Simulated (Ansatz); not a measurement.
Reactions of `F[CH2][SnH2][SiH3]`.

Isolated molecules relaxed with PBE0-D4/def2-TZVP in Ansatz; ΔE leaves out vibrations. CCSD(T)/CBS adds triple-zeta CCSD(T) − MP2 to the extrapolated MP2 energy (def2 sets, frozen cores). Elements past krypton have def2 core potentials. For Ge, Sn outer-core shells are correlated without core-valence functions, which leaves a few kJ/mol of doubt a bond. Scalar relativity is left out up to krypton. One conformer a species, not always the lowest.

Question: Order these by ΔE at CCSD(T)/CBS, lowest first. (An estimate is asked.)
A. `F[CH2][SnH2][SiH3]` + `CSCS` → `CSCS[SiH3]` + `F[CH2][SnH3]`
B. `F[CH2][SnH2][SiH3]` + `[NH2][Al]([OH])[SH]` → `[NH2][Al]([SH])[O][SiH3]` + `F[CH2][SnH3]`
C. `F[CH2][SnH2][SiH3]` + `[OH][GeH2][SiH3]` → `[SiH3][O][GeH2][SiH3]` + `F[CH2][SnH3]`
D. `F[CH2][SnH2][SiH3]` + `C=CCO` → `C=CCOCF` + `[SiH3][SnH3]`

Answer: B (-18.9 kcal/mol), C (-16.9 kcal/mol), A (-6.3 kcal/mol), D (+0.7 kcal/mol).

Largest T1 diagnostic: 0.013, for `[SiH3][SnH3]`.
